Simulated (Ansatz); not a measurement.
Basis-set extrapolation for C3H6B2 (`BC(B)=C=C`) (PBE0-D4/def2-TZVP geometry, frozen core, Ansatz 0.2.0). Multiplicity 1, RHF reference.

|  | def2-TZVPP | def2-QZVPP |
| --- | --- | --- |
| HF | -166.443438 | -166.450858 |
| MP2 correlation | -0.659808 | -0.701729 |
| CCSD(T) correlation | -0.737992 | not run |

Energies in hartree. Use E(X) = E(∞) + A·exp(−7.88·√X) for Hartree–Fock and E(X) = E(∞) + B·X^(−2.97) for correlation, with X = 3 and 4, and add CCSD(T) minus MP2 of the smaller set to the MP2 limit.

Problem. What is the CCSD(T) energy at the basis-set limit?

Solution. HF limit: -166.450858 + (-0.007420) × 0.13774 = -166.45188. MP2 limit: -0.701729 + (-0.041921) × 0.74074 = -0.73278. Higher-order term: -0.737992 − (-0.659808) = -0.07818. Total: -167.26284 hartree, 51.1 kcal/mol below CCSD(T)/def2-TZVPP.
